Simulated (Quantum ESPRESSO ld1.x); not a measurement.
Q: These are the eigenvalues of the occupied orbitals of an atom or ion with whole-number occupations (eV). Calculated with ld1.x of Quantum ESPRESSO 7.5: scalar-relativistic Kohn-Sham, PBEsol, spin-unpolarised, spherical densities, point nucleus.

orbital  eigenvalue
1s         -46660.2
2s         -7625.02
2p         -6802.45
3s         -1670.38
3p         -1413.29
3d         -1065.12
4s         -331.674
4p         -247.181
4d         -128.688
5s         -43.2993
5p         -23.2455
6s          -3.6006
4f          -2.5083

Which element is it, and in what charge state? The configuration may be excited.

A: Z = 62, samarium, charge 0: Sm in [Xe] 4f6 6s2. The list shows which subshells hold electrons but not how many an open one holds; the 1s level, -1714.7 hartree, gives Z - s = 58.6 by -(Z - s)^2/2, which with screening and relativity narrows Z to a few neighbours, and the depths of the outer levels then fix element, charge and occupations together.
